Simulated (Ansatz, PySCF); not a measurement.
Gas-phase reaction in SMILES: c1cc[nH]c1 [1H-pyrrole] -> [c]1cc[nH]c1 + H atom (the C-H bond at the site shown breaks; other sites are not compared here)
Geometries: B3LYP-D3(BJ)/def2-TZVP minima from Ansatz (a program for electronic structure). Frequencies are from PySCF. Markedly spin-contaminated UHF reference, which strains HF, MP2 and, less, CCSD(T): [c]1cc[nH]c1.
Geometry of the first species:
```xyz
10

H      0.0211    -0.0014     2.1219
N      0.0111    -0.0008     1.1183
C      0.0095     1.1219     0.3315
C     -0.0029    -1.1224     0.3301
C     -0.0058     0.7114    -0.9796
C     -0.0137    -0.7101    -0.9804
H      0.0192     2.1075     0.7635
H     -0.0040    -2.1085     0.7609
H     -0.0109     1.3576    -1.8413
H     -0.0258    -1.3551    -1.8429
```
Charge 0, spin multiplicity 1.

Quantity: bond dissociation energy (enthalpy at 298 K, with B3LYP-D3(BJ) rigid-rotor harmonic-oscillator terms), in eV. Correlated levels leave the core frozen unless marked. UHF or UKS for open shells. Spin-orbit coupling is left out. Non-relativistic. 

| level | program | bond dissociation energy (eV) |
|---|---|---|
| PBE-D3(BJ)/def2-TZVPD | Ansatz + dftd3 | 5.01 |
| revPBE-D3(BJ)/def2-TZVPD | Ansatz + dftd3 | 4.94 |
| revPBE/def2-TZVPD | Ansatz | 4.89 |
| B97M-V/def2-TZVPD | Ansatz | 5.11 |
| PBE0-D4/def2-TZVPD | Ansatz + dftd4 | 5.03 |
| PBE0/def2-TZVP | Ansatz | 5.01 |
| PBE0/def2-QZVPP | Ansatz | 5.02 |
| TPSSh/def2-TZVPD | PySCF | 5.07 |
| HSE06-D3(BJ)/def2-TZVPD | Ansatz + dftd3 | 5.03 |
| LC-wPBE/def2-TZVPD | Ansatz | 5.01 |
| B2PLYP-D3(BJ)/def2-TZVPD | Ansatz + dftd3 | 5.12 |
| B2PLYP/def2-TZVPD | Ansatz | 5.10 |
| SCS-MP2/6-31G | Ansatz | 5.15 |
| CCSD/6-31G | Ansatz | 4.70 |
